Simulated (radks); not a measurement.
Results of a calculation; reference values are marked as such.
All-electron atom: Pm32+ in [Ar] 3d10 4s1. Code: a radial shooting solver on a logarithmic mesh with Libxc functionals. Model: scalar-relativistic Kohn-Sham, PBE, spin-unpolarised, spherical densities, point nucleus. Some entries of the table are withheld. Estimate them.

orbital  occ.  eigenvalue (eV)  <r^2> (bohr^2)
1s          2        -46257.33       0.0007314
2s          2        -8522.808         0.01151
2p          6              (1)             (2)
3s          2              (3)         0.07479
3p          6              (4)         0.07411
3d         10              (5)             (6)
4s          1        -1292.484          0.3020

Answer. 
(1) 2p eigenvalue (eV): -7744.289
(2) 2p <r^2> (bohr^2): 0.009209
(3) 3s eigenvalue (eV): -2730.229
(4) 3p eigenvalue (eV): -2485.002
(5) 3d eigenvalue (eV): -2157.716
(6) 3d <r^2> (bohr^2): 0.06143
